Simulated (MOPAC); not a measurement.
MOPAC input (AM1):

```
AM1 FORCE THERMO(298,298) PRECISE LET UHF MS=0.5 GEO-OK AUX(PRECISION=9) THREADS=1
C4H9O

C    -0.04114085 1    1.52487724 1    0.24028037 1
C    -0.42456929 1    0.05960673 1    0.28068164 1
C    -1.71827103 1   -0.20651911 1   -0.46424922 1
O     0.57896828 1   -0.73624728 1   -0.38924271 1
C     1.73735890 1   -0.88636927 1    0.29243699 1
H     0.94467851 1    1.67912611 1    0.74143116 1
H    -0.81557693 1    2.13344406 1    0.76401097 1
H     0.04218777 1    1.87547907 1   -0.81625231 1
H    -0.50995656 1   -0.28920203 1    1.34757287 1
H    -1.61995744 1    0.09733818 1   -1.53366055 1
H    -1.96672237 1   -1.29380279 1   -0.42755676 1
H    -2.54293923 1    0.37690528 1    0.00862093 1
H     2.47649988 1   -1.46640103 1   -0.25959348 1
H     1.87627942 1   -0.47265573 1    1.28737072 1
```

Output:

```
 *******************************************************************************
 **                                                                           **
 **                              MOPAC v23.2.5                                **
 **                                                                           **
 *******************************************************************************
 ** MOPAC's Digital Object Identifier: https://doi.org/10.5281/zenodo.6511958 **
 **                                                                           **
 ** Please cite the open-source release paper for use of this MOPAC version:  **
 ** J. E. Moussa and J. J. P. Stewart (2026)                                  **
 ** MOPAC: An open-source semiempirical molecular orbital program             **
 ** J. Open Source Softw., 11(119), 8025, https://doi.org/10.21105/joss.08025 **
 *******************************************************************************

                              AM1 CALCULATION RESULTS

 *******************************************************************************
 *  AM1        - The AM1 Hamiltonian to be used
 *  GEO-OK     - OVERRIDE INTERATOMIC DISTANCE AND OTHER SAFETY CHECKS
 *  UHF        - UNRESTRICTED HARTREE-FOCK CALCULATION
 *  MS=        - IN MECI, MAGNETIC COMPONENT OF SPIN =  0.5
 *  LET        - OVERRIDE SOME SAFETY CHECKS
 *  PRECISE    - TIGHTER CRITERIA TO BE USED
 *  FORCE      - FORCE CALCULATION SPECIFIED
 *  AUX        - OUTPUT AUXILIARY INFORMATION
 *  THERMO     - THERMODYNAMIC QUANTITIES TO BE CALCULATED
 *******************************************************************************
AM1 FORCE THERMO(298,298) PRECISE LET UHF MS=0.5 GEO-OK AUX(PRECISION=9) THREADS=1
 C4H9O

   ATOM   CHEMICAL          X               Y               Z
  NUMBER   SYMBOL      (ANGSTROMS)     (ANGSTROMS)     (ANGSTROMS)

     1       C         -0.04114085  *   1.52487724  *   0.24028037  *
     2       C         -0.42456929  *   0.05960673  *   0.28068164  *
     3       C         -1.71827103  *  -0.20651911  *  -0.46424922  *
     4       O          0.57896828  *  -0.73624728  *  -0.38924271  *
     5       C          1.73735890  *  -0.88636927  *   0.29243699  *
     6       H          0.94467851  *   1.67912611  *   0.74143116  *
     7       H         -0.81557693  *   2.13344406  *   0.76401097  *
     8       H          0.04218777  *   1.87547907  *  -0.81625231  *
     9       H         -0.50995656  *  -0.28920203  *   1.34757287  *
    10       H         -1.61995744  *   0.09733818  *  -1.53366055  *
    11       H         -1.96672237  *  -1.29380279  *  -0.42755676  *
    12       H         -2.54293923  *   0.37690528  *   0.00862093  *
    13       H          2.47649988  *  -1.46640103  *  -0.25959348  *
    14       H          1.87627942  *  -0.47265573  *   1.28737072  *

          CARTESIAN COORDINATES

    NO.       ATOM           X           Y           Z

     1         C         -0.0411      1.5249      0.2403
     2         C         -0.4246      0.0596      0.2807
     3         C         -1.7183     -0.2065     -0.4642
     4         O          0.5790     -0.7362     -0.3892
     5         C          1.7374     -0.8864      0.2924
     6         H          0.9447      1.6791      0.7414
     7         H         -0.8156      2.1334      0.7640
     8         H          0.0422      1.8755     -0.8163
     9         H         -0.5100     -0.2892      1.3476
[...]
 TRAVEL (Ang.)       0.2471         C  1 -- H  7          +8.5% ( 30.0%)     98.4%
 REDUCED MASS        0.3590         C  3 -- H 11          +8.1% ( 29.2%)     74.7%
 EFFECTIVE MASS      1.4881
 FORCE CONSTANT      2.0007

 VIBRATION         33   33A           ATOM PAIR      ENERGY CONTRIBUTION    RADIAL
 FREQUENCY          3159.30         C  1 -- H  7         +34.9% ( 56.9%)     96.7%
 TRANSITION DIPOLE   0.0764         C  1 -- H  8         +34.0% ( 56.2%)     96.5%
 TRAVEL (Ang.)       0.2556         C  1 -- H  6         +30.7% ( 53.4%)     95.9%
 REDUCED MASS        0.3268         C  1 -- C  2          +0.2% (  4.7%)     99.6%
 EFFECTIVE MASS      1.1254
 FORCE CONSTANT      1.9217

 VIBRATION         34   34A           ATOM PAIR      ENERGY CONTRIBUTION    RADIAL
 FREQUENCY          3161.63         C  3 -- H 11         +34.3% ( 56.5%)     96.6%
 TRANSITION DIPOLE   0.0946         C  3 -- H 10         +33.3% ( 55.6%)     96.4%
 TRAVEL (Ang.)       0.2556         C  3 -- H 12         +32.0% ( 54.5%)     96.2%
 REDUCED MASS        0.3264         C  2 -- C  3          +0.2% (  4.7%)     99.6%
 EFFECTIVE MASS      1.1233
 FORCE CONSTANT      1.9224

 VIBRATION         35   35A           ATOM PAIR      ENERGY CONTRIBUTION    RADIAL
 FREQUENCY          3245.55         C  5 -- H 14         +61.2% ( 77.4%)     97.4%
 TRANSITION DIPOLE   0.2438         C  5 -- H 13         +38.3% ( 61.2%)     93.0%
 TRAVEL (Ang.)       0.2026         O  4 -- C  5          +0.5% (  7.2%)     97.6%
 REDUCED MASS        0.5063
 EFFECTIVE MASS      1.2028
 FORCE CONSTANT      3.1424

 VIBRATION         36   36A           ATOM PAIR      ENERGY CONTRIBUTION    RADIAL
 FREQUENCY          3265.32         C  5 -- H 13         +60.0% ( 79.5%)     99.2%
 TRANSITION DIPOLE   0.3535         C  5 -- H 14         +38.7% ( 63.8%)     97.6%
 TRAVEL (Ang.)       0.1927         O  4 -- C  5          +1.3% ( 11.8%)      0.3%
 REDUCED MASS        0.5559
 EFFECTIVE MASS      1.6054
 FORCE CONSTANT      3.4923

      SYMMETRY NUMBER FOR POINT-GROUP C1  =  1

          SYSTEM IS A GROUND STATE

 C4H9O

          MOLECULE IS NOT LINEAR

          THERE ARE 36 GENUINE VIBRATIONS IN THIS SYSTEM
          THIS THERMODYNAMICS CALCULATION IS LIMITED TO
          MOLECULES WHICH HAVE NO INTERNAL ROTATIONS

                    CALCULATED THERMODYNAMIC PROPERTIES
                                          *
   TEMP. (K)   PARTITION FUNCTION   H.O.F.    ENTHALPY  HEAT CAPACITY ENTROPY
                                   KCAL/MOL   CAL/MOLE    CAL/K/MOL  CAL/K/MOL

 298.00  VIB.     0.4003D+02                  2694.6619    17.7571    16.3748
         ROT.     0.9031D+05                   888.2803     2.9808    25.6569
         INT.     0.3616D+07                  3582.9423    20.7379    42.0316
         TRA.     0.6044D+27                  1480.4672     4.9680    38.7823
         TOT.                      -33.149    5063.4094    25.7059    80.8140

   *: NOTE: HEATS OF FORMATION ARE RELATIVE TO THE
            ELEMENTS IN THEIR STANDARD STATE AT 298K
              (=  Standard Enthalpy of Formation).

            Hvib:  Zero-point energy is not included.
                   frequencies of less than zero cm-1 are not included.
            Hrot = (3/2)RT
            Htra = (3/2)RT + pV = (5/2)RT

            Heat capacity is Cp, not Cv

          For more information, see: HTTP://OpenMOPAC.net/Manual/thermochemistry.html

           FORCE CONSTANT IN CARTESIAN COORDINATES (Millidynes/A)

    ATOM   CHEMICAL       X               Y               Z
   NUMBER   SYMBOL  FORCE CONSTANT  FORCE CONSTANT  FORCE CONSTANT

      1       C        8.644714        8.221141        8.278280
      2       C        8.964221        9.517281        8.659475
      3       C        8.326315        8.606301        8.302672
      4       O        2.042497       11.646635        6.281772
      5       C        2.001606       12.234719        8.690035
      6       H        1.351291        4.748072        0.663698
      7       H        1.315852        1.484316        3.963436
      8       H        1.345159        1.887756        3.528874
      9       H        1.324623        1.962499        3.654752
     10       H        1.129484        1.938776        3.704183
     11       H        5.360001        0.766557        0.651035
     12       H        1.106853        1.842863        3.816034
     13       H        0.706344        1.744309        4.349209
     14       H        0.882164        2.343136        3.550447

 **********************
 *                    *
 * JOB ENDED NORMALLY *
 *                    *
 **********************

 == MOPAC DONE ==
```
